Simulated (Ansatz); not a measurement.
Geometry optimisation, Ansatz 0.2.0, DFT PBE-D3(BJ), scalar-relativistic, plane waves, PAW.

Input file:

```yaml
accuracy: low
crystal:
  lattice:
    - [9.320163, 0.0, 0.0]
    - [0.0, 9.320163, 0.0]
    - [0.0, 0.0, 9.320163]
  atoms:
    - { symbol: C, position: [0.9623249, 0.4986066, 0.437946] }
    - { symbol: Cl, position: [0.8967608, 0.5700032, 0.6021707] }
    - { symbol: H, position: [1.0732492, 0.465324, 0.4527335] }
    - { symbol: H, position: [0.8967727, 0.4068541, 0.4076977] }
    - { symbol: H, position: [0.9560062, 0.5811144, 0.3555863] }
    - { symbol: C, position: [0.6835794, 0.4329617, 0.9181193] }
    - { symbol: Cl, position: [0.7080476, 0.4220514, 1.1069264] }
    - { symbol: H, position: [0.6761336, 0.5453338, 0.8873352] }
    - { symbol: H, position: [0.7748418, 0.3829887, 0.8651621] }
    - { symbol: H, position: [0.5851885, 0.3770613, 0.8893974] }
    - { symbol: C, position: [0.7271313, 0.9487587, 0.7710202] }
    - { symbol: Cl, position: [0.7377399, 0.9974091, 0.955103] }
    - { symbol: H, position: [0.7262498, 1.0458491, 0.7061875] }
    - { symbol: H, position: [0.8199023, 0.8833377, 0.7437398] }
    - { symbol: H, position: [0.6289228, 0.8881108, 0.7534844] }
    - { symbol: C, position: [0.274774, 0.0992818, 0.0203846] }
    - { symbol: Cl, position: [0.2954626, 0.1898837, 0.1869053] }
    - { symbol: H, position: [0.2796801, 0.1775055, -0.0661462] }
    - { symbol: H, position: [0.3609176, 0.0213464, 0.0087251] }
    - { symbol: H, position: [0.1714012, 0.0450264, 0.0193866] }
    - { symbol: C, position: [0.2006696, 0.6505231, 0.7251655] }
    - { symbol: Cl, position: [0.1034362, 0.8124205, 0.7516375] }
    - { symbol: H, position: [0.1960307, 0.6216181, 0.6121453] }
    - { symbol: H, position: [0.3115686, 0.6672224, 0.7576175] }
    - { symbol: H, position: [0.1523266, 0.5662945, 0.7899659] }
    - { symbol: C, position: [0.5021984, 0.8061112, 0.1520604] }
    - { symbol: Cl, position: [0.5617265, 0.7760678, 0.3307211] }
    - { symbol: H, position: [0.5480491, 0.9062021, 0.1132002] }
    - { symbol: H, position: [0.5374516, 0.7173066, 0.0849668] }
    - { symbol: H, position: [0.3856364, 0.8127201, 0.1515948] }
    - { symbol: C, position: [0.0565982, 0.1717371, 0.4853288] }
    - { symbol: Cl, position: [-0.0709948, 0.220174, 0.6185195] }
    - { symbol: H, position: [0.1276674, 0.2623754, 0.4662378] }
    - { symbol: H, position: [0.1180871, 0.0800672, 0.5233593] }
    - { symbol: H, position: [4.08e-05, 0.1439174, 0.3870541] }
    - { symbol: C, position: [0.5862376, 0.4720565, 0.38511] }
    - { symbol: Cl, position: [0.6265278, 0.2859268, 0.3950243] }
    - { symbol: H, position: [0.5564239, 0.5100571, 0.4914006] }
    - { symbol: H, position: [0.680701, 0.5292808, 0.3472599] }
    - { symbol: H, position: [0.4975891, 0.4876999, 0.3107642] }
basis:
  ecutwfc: 420.0
kpoints:
  mp_grid: { grid: [1, 1, 1] }
hamiltonian:
  xc: pbe
  dispersion: d3bj
scf:
  occupations: { method: fermi_dirac, width: 0.02 }
  lower_state_search: "off"
relax:
  f_tol: 0.3
  max_steps: 15
  adjacent_minimum: "off"
```

Command:

```bash
$ ansatz run input.yaml --threads 1 --pin off --max-ram 3072MiB --backend cpu --events-out ev --progress --plain --runs-dir out
```

Question: Where does it end, and by what steps?

Answer: The forces met the threshold. The threshold is loose, so the end isn't yet a minimum. The force dipped under the threshold on the way, but the program's further checks kept it going. Limits of this set-up: coarse k mesh, low accuracy level. After 4 steps the energy has fallen by 0.910 eV; Cl32 moved furthest, 0.72 Å.

```
step  energy less start (eV)  largest force component (eV/Å)  accepted
   0                  0.0000                           0.568       yes
   1                 -0.4551                           0.175       yes
   2                 -0.6736                           0.311       yes
   3                 -0.8260                           0.247       yes
   4                 -0.9097                           0.204       yes
```

```xyz
40
Lattice="9.3202 0.0000 0.0000 0.0000 9.3202 0.0000 0.0000 0.0000 9.3202" Properties=species:S:1:pos:R:3
C 8.857 4.785 3.988
Cl 8.139 5.546 5.441
H 9.916 4.593 4.193
H 8.330 3.843 3.799
H 8.745 5.476 3.147
C 6.397 4.009 8.326
Cl 6.782 3.944 10.066
H 6.281 5.056 8.036
H 7.215 3.553 7.765
H 5.468 3.455 8.159
C 6.741 8.831 7.079
Cl 6.945 9.602 8.697
H 6.703 9.630 6.331
H 7.603 8.182 6.898
H 5.811 8.254 7.087
C 2.440 1.035 0.026
Cl 2.828 1.771 1.618
H 2.359 1.830 -0.723
H 3.254 0.348 -0.239
H 1.491 0.498 0.110
C 2.035 6.157 6.803
Cl 1.312 7.764 7.132
H 2.000 5.981 5.723
H 3.071 6.168 7.157
H 1.447 5.398 7.327
C 4.703 7.525 1.586
Cl 5.240 7.593 3.302
H 5.158 8.372 1.059
H 5.052 6.576 1.161
H 3.611 7.588 1.570
C 0.771 1.389 4.609
Cl -0.061 1.910 6.131
H 1.504 2.160 4.347
H 1.275 0.434 4.801
H 0.013 1.283 3.819
C 5.186 4.206 3.808
Cl 5.684 2.499 4.085
H 4.855 4.633 4.758
H 6.047 4.769 3.437
H 4.384 4.215 3.061
```

Whether the end is a true minimum wasn't checked by a vibrational analysis.

Run time: 24 s on 1 thread of Intel(R) Xeon(R) Platinum 8488C (Sapphire Rapids), on a shared host, peak memory 0.69 GiB.
